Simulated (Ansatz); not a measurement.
`[SiH3][SiH2]B[SeH]` + H₂ → `B[SeH]` + `[SiH3][SiH3]` at 700 K and 1 bar (hydrogenolysis of a B–Si bond).

Computed with Ansatz on PBE0-D4/def2-TZVP structures; ΔE is electronic, products minus reactants. CCSD(T)/CBS is the MP2 limit (def2-TZVPP, def2-QZVPP) plus CCSD(T) − MP2 in def2-TZVPP, frozen cores. This one scheme is used for every species. For Se outer-core shells are correlated without core-valence functions, which leaves a few kJ/mol of doubt a bond. Scalar relativity is left out up to krypton. Each species was taken in one conformer, which may not be the lowest.

| species | CCSD(T)/CBS energy (Eh) | H − E (kJ/mol) | S (J/(mol·K)) |
| --- | --- | --- | --- |
| `[SiH3][SiH2]B[SeH]` | -3007.86627 | 254.5 | 519.1 |
| H₂ | -1.17544 | 46.8 | 155.3 |
| `B[SeH]` | -2427.30556 | 113.4 | 312.4 |
| `[SiH3][SiH3]` | -581.74359 | 186.9 | 363.0 |

H − E and S are ideal-gas, rigid-rotor, harmonic terms from PBE0-D4/def2-TZVP, for one conformer and one mirror image of each species. For small species the MP2-based limit differs from directly extrapolated CCSD(T) by up to some mEh (0.8 for H₂); such offsets cancel only in part. 1 Eh = 2625.50 kJ/mol, R = 8.31446 J/(mol·K).

By hand: ΔE, ΔH, ΔS and ΔG.

ΔE = (-2427.30556) + (-581.74359) − (-3007.86627) − (-1.17544) = -0.00744 Eh = -19.5 kJ/mol. Δ(H − E) = 113.4 + 186.9 − 254.5 − 46.8 = -1.0, so ΔH = -20.5 kJ/mol. ΔS = 312.4 + 363.0 − 519.1 − 155.3 = 1.0 J/(mol·K). ΔG = -20.5 − 700 × (1.0)/1000 = -21.2 kJ/mol.

By hand: the equilibrium constant, and the temperature at which ΔG would vanish if ΔH and ΔS stayed fixed.

log₁₀ K = −ΔG/(RT ln 10) = 1.6. ΔH and −TΔS have one sign here, so there is no such temperature. One of them is within its doubt of zero, so this could turn.

The number of gas molecules stays the same, so ΔS is small and ΔH decides. A doubt of 5 kJ/mol in ΔE shifts log₁₀ K by 0.4 here. Other conformers and mirror images would add mixing entropy, several J/(mol·K) or more a flexible species. Modes under 60 cm⁻¹, often nearly free rotors, make the harmonic entropy too high. These are equilibria of isolated gas molecules and say nothing of rates. Largest T1 diagnostic: 0.014 (customary marks: 0.02 for closed shells, 0.045 for open ones).
